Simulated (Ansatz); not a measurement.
`C=[CH][SnH2][Cl]` + H₂ → `[Cl][SnH3]` + `C=C` at 700 K and 1 bar (hydrogenolysis of the Sn–C bond).

Computed with Ansatz on PBE0-D4/def2-TZVP structures; ΔE is electronic, products minus reactants. CBS: MP2 limit from def2 TZ/QZ plus the TZ coupled-cluster correction, frozen cores. This one scheme is used for every species. Elements past krypton have def2 core potentials. For Sn outer-core shells are correlated without core-valence functions, which leaves a few kJ/mol of doubt a bond. Each species was taken in one conformer, which may not be the lowest.

| species | CCSD(T)/CBS energy (Eh) | H − E (kJ/mol) | S (J/(mol·K)) |
| --- | --- | --- | --- |
| `C=[CH][SnH2][Cl]` | -752.92130 | 219.3 | 454.7 |
| H₂ | -1.17544 | 46.8 | 155.3 |
| `[Cl][SnH3]` | -675.62576 | 99.1 | 338.4 |
| `C=C` | -78.48111 | 168.9 | 268.4 |

H − E and S are ideal-gas, rigid-rotor, harmonic terms from PBE0-D4/def2-TZVP, for one conformer and one mirror image of each species. The MP2-based limit puts H₂ 0.8 mEh under its directly extrapolated value; such offsets cancel only in part. 1 Eh = 2625.50 kJ/mol, R = 8.31446 J/(mol·K).

Q: By hand: ΔE, ΔH, ΔS and ΔG.

A: ΔE = (-675.62576) + (-78.48111) − (-752.92130) − (-1.17544) = -0.01013 Eh = -26.6 kJ/mol. Δ(H − E) = 99.1 + 168.9 − 219.3 − 46.8 = 1.9, so ΔH = -24.7 kJ/mol. ΔS = 338.4 + 268.4 − 454.7 − 155.3 = -3.2 J/(mol·K). ΔG = -24.7 − 700 × (-3.2)/1000 = -22.5 kJ/mol.

Q: By hand: the equilibrium constant, and the temperature at which ΔG would vanish if ΔH and ΔS stayed fixed.

A: log₁₀ K = −ΔG/(RT ln 10) = 1.7. ΔG = 0 at ΔH/ΔS = 7719 K, far beyond where these terms or the molecules hold.

The number of gas molecules stays the same, so ΔS is small and ΔH decides. A doubt of 5 kJ/mol in ΔE shifts log₁₀ K by 0.4 here. Other conformers and mirror images would add mixing entropy, several J/(mol·K) or more a flexible species. Modes under 60 cm⁻¹, often nearly free rotors, make the harmonic entropy too high. These are equilibria of isolated gas molecules and say nothing of rates. Largest T1 diagnostic: 0.012 (customary marks: 0.02 for closed shells, 0.045 for open ones).
